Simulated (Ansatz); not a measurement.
`B[NH][Al]([CH3])[CH3]` + `CCN[SiH2]Cl` → `BN(CC)[SiH2]Cl` + `[CH3][Al]([CH3])[NH2]`  (ligand exchange at a B–N bond)

Computed with Ansatz on PBE0-D4/def2-TZVP structures; ΔE is electronic, products minus reactants. CCSD(T)/CBS adds triple-zeta CCSD(T) − MP2 to the extrapolated MP2 energy (def2 sets, frozen cores). DFT in def2-TZVPP. B3LYP here is the variant with VWN-RPA as its local correlation; programs differ in this. Each species was taken in one conformer, which may not be the lowest.

CCSD(T)/CBS gives -6.0 kJ/mol.

Task: Another level gave +5.9 kJ/mol. Which?
A. MP2/def2-TZVPP
B. HF/def2-TZVPP
C. PBE-D4/def2-TZVPP
D. B3LYP/def2-TZVPP

Result: B. HF/def2-TZVPP 5.9, MP2/def2-TZVPP -7.4, PBE-D4 -2.6, B3LYP 1.7 kJ/mol.

Largest T1 diagnostic among the species: 0.011.

The D4 term adds −4.2 kJ/mol with B3LYP and −2.2 kJ/mol with PBE0; it sums over pairs of atoms, weighted by their polarisabilities, and B3LYP, whose exchange is more repulsive, gets the larger term. In def2-TZVPP, CCSD(T) changes the Hartree–Fock value by −11.8 kJ/mol (the triples alone add −1.7 kJ/mol) and MP2 by −13.3 kJ/mol.
